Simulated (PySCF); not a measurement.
Cl2H4SSi2, SMILES Cl[SiH2]S[SiH2]Cl.

Geometry optimised at r2SCAN-D4/def2-SVP. This is a generated structure with no PubChem entry under its InChIKey; it may be hypothetical. The values are those of a single conformer.

Method: PySCF with SMD-B3LYP/def2-SVP.

Solvation free energies are E(SMD) − E(gas) at the gas-phase geometry, for 1 M in both phases. In vacuum the dipole moment is 0.04 D.

```
solvent       ΔG(solv) (kcal/mol)  its non-electrostatic (CDS) part  dipole (D)
------------  -------------------  --------------------------------  ----------
water                         0.7                               2.5        0.10
acetonitrile                 -3.8                              -2.0        0.10
toluene                      -4.0                              -3.1        0.05
```
